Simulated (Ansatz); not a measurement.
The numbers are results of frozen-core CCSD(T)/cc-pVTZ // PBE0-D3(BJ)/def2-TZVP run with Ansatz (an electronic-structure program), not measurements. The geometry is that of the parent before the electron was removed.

Ansatz 0.2 input:
```yaml
crystal:
  periodic: [false, false, false]
  atoms:
    - { symbol: C, position_ang: [2.43606, -0.176847, -0.044978] }
    - { symbol: Si, position_ang: [0.729759, -0.052947, -0.015084] }
    - { symbol: Si, position_ang: [-1.144801, 1.273528, 0.025434] }
    - { symbol: Si, position_ang: [-1.316771, -1.094837, 0.021344] }
    - { symbol: H, position_ang: [3.073196, 0.700399, -0.05776] }
    - { symbol: H, position_ang: [2.939821, -1.136924, -0.055317] }
    - { symbol: H, position_ang: [-1.567359, 2.010599, -1.19398] }
    - { symbol: H, position_ang: [-1.517265, 2.006597, 1.263526] }
    - { symbol: H, position_ang: [-1.841503, -1.759046, -1.20033] }
    - { symbol: H, position_ang: [-1.791137, -1.770521, 1.257145] }
basis:
  gaussian: { orbitals: cc-pVTZ }
correlation:
  method: ccsd_t
total_charge: 1
magnetization:
  spin_polarized: true
  initial_magnetization: 1
```

Output:

```
Functional definition: HF
1236 factors; integrals over basis functions are off by at most 1.4e-3 eV
mean field evaluation 1: about -24696.2300 eV, gradient 3.0e1 eV
mean field evaluation 2: about -24696.2422 eV, gradient 3.0e1 eV
mean field evaluation 4: about -24702.2817 eV, gradient 3.8e0 eV
mean field evaluation 8: about -24702.5596 eV, gradient 5.1e-1 eV
mean field evaluation 16: about -24702.9613 eV, gradient 2.6e-4 eV
mean field evaluation 32: about -24703.7935 eV, gradient 2.1e-6 eV
mean field evaluation 64: about -24702.5311 eV, gradient 7.4e-3 eV
mean field evaluation 96: about -24702.6105 eV, gradient 5.1e0 eV
mean field evaluation 128: about -24698.2741 eV, gradient 2.3e0 eV
mean field evaluation 160: about -24702.6528 eV, gradient 3.2e-2 eV
mean field evaluation 192: about -24701.4938 eV, gradient 1.7e0 eV
mean field evaluation 224: about -24701.7193 eV, gradient 3.4e-4 eV
mean field evaluation 256: about -24700.9352 eV, gradient 1.1e1 eV
mean field evaluation 288: about -24699.2744 eV, gradient 3.7e-1 eV
mean field evaluation 320: about -24702.7075 eV, gradient 5.2e-2 eV
mean field evaluation 352: about -24703.7933 eV, gradient 1.8e-1 eV
mean field evaluation 384: about -24701.4238 eV, gradient 3.0e0 eV
mean field evaluation 416: about -24702.5356 eV, gradient 2.0e0 eV
mean field evaluation 448: about -24698.1841 eV, gradient 7.9e0 eV
mean field evaluation 480: about -24698.9112 eV, gradient 5.7e0 eV
mean field evaluation 512: about -24698.2710 eV, gradient 2.6e0 eV
mean field evaluation 544: about -24698.4059 eV, gradient 1.9e-1 eV
mean field evaluation 576: about -24698.2043 eV, gradient 3.3e-1 eV
mean field evaluation 608: about -24698.0077 eV, gradient 1.7e-2 eV
mean field evaluation 640: about -24697.9439 eV, gradient 8.6e-3 eV
mean field evaluation 672: about -24696.8810 eV, gradient 1.4e0 eV
mean field evaluation 704: about -24697.3806 eV, gradient 3.3e0 eV
mean field evaluation 736: about -24696.9816 eV, gradient 2.8e0 eV
mean field evaluation 768: about -24702.3423 eV, gradient 1.2e-1 eV
mean field evaluation 800: about -24701.4985 eV, gradient 3.1e0 eV
mean field evaluation 832: about -24698.7279 eV, gradient 4.1e-2 eV
mean field evaluation 864: about -24701.5250 eV, gradient 1.5e-1 eV
mean field -24703.79346142 eV, -907.8476648746 hartree, gradient 2.1e-6 eV, S^2 0.758710; 18 other end points of the search recorded, 0 dependent functions left out
determinant -24703.79346142 eV, -907.8476648746 hartree, with singles and doubles -24718.46445870 eV, -908.3868140801 hartree
determinant -24702.96131225 eV, -907.8170839565 hartree, with singles and doubles -24717.83031673 eV, -908.3635097926 hartree
determinant -24702.79152996 eV, -907.8108445726 hartree, with singles and doubles -24717.74983342 eV, -908.3605520854 hartree
determinant -24702.70763050 eV, -907.8077613243 hartree, with singles and doubles -24717.56600729 eV, -908.3537966000 hartree
determinant -24702.65267084 eV, -907.8057415941 hartree, with singles and doubles -24717.56174031 eV, -908.3536397915 hartree
determinant -24702.53103740 eV, -907.8012716477 hartree, with singles and doubles -24717.92326899 eV, -908.3669257251 hartree
determinant -24702.34195887 eV, -907.7943231397 hartree, with singles and doubles -24717.69985607 eV, -908.3587154519 hartree
determinant -24701.71925373 eV, -907.7714391477 hartree, with singles and doubles -24715.98480851 eV, -908.2956886166 hartree
determinant -24701.54620173 eV, -907.7650796041 hartree, with singles and doubles -24715.83537172 eV, -908.2901969158 hartree
determinant -24703.79346142 eV, -907.8476648746 hartree, with singles and doubles -24718.19114060 eV, -908.3767698254 hartree
determinant -24702.53103740 eV, -907.8012716477 hartree, with singles and doubles -24717.64495393 eV, -908.3566978353 hartree
16 core orbitals not correlated
reference -24703.79346142 eV, -907.8476648746 hartree; 11, 10 occupied and 189, 190 virtual orbitals, 1236 factors
second order -12.61491644 eV of doubles, -0.00000000 eV of singles
cycle   1  -14.39767777 eV  change    1.4e-6 eV  update   4.8e-6
perturbative correction -0.62058160 eV, -0.0228059533 hartree
Total energy: -24718.81172080 eV, -908.3995757269 hartree
```

Cost: roughly 70 core-minutes.
